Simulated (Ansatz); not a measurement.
```yaml
crystal:
  periodic: [false, false, false]
  atoms:
    - {symbol: O, position_ang: [-1.646726, -0.082251, 0.354004]}
    - {symbol: Mo, position_ang: [-0.132452, -0.047536, 0.125948]}
    - {symbol: F, position_ang: [0.536293, -0.575865, 1.689387]}
    - {symbol: Cl, position_ang: [0.620186, -2.182392, -0.803636]}
    - {symbol: Cl, position_ang: [0.151970, 0.529176, -2.176129]}
    - {symbol: Cl, position_ang: [0.520501, 2.115842, 0.628681]}
basis:
  gaussian: {orbitals: def2-SVP}
hamiltonian: {xc: {name: HF}}
correlation: {method: mp2, frozen_orbitals: {O: 9}}
accuracy: high
```

```sh
$ ansatz run in.yaml --threads 4 --pin off --events-out ev --progress --plain --max-ram 10444MiB
```

It prints (some lines left out):

```
Functional definition: HF
  name "HF"
  cite "Fock, Z. Phys. 61, 126 (1930) doi:10.1007/BF01340294"
  parent pbe
  exchange = exact_x
  correlation = 0
Error: "frozen_orbitals" has no count for Mo
```

(1) What is wrong with this run?

Answers

(1) Frozen orbitals are typed for one element alone, and the program wants a count for each. The input was rejected before any iteration.
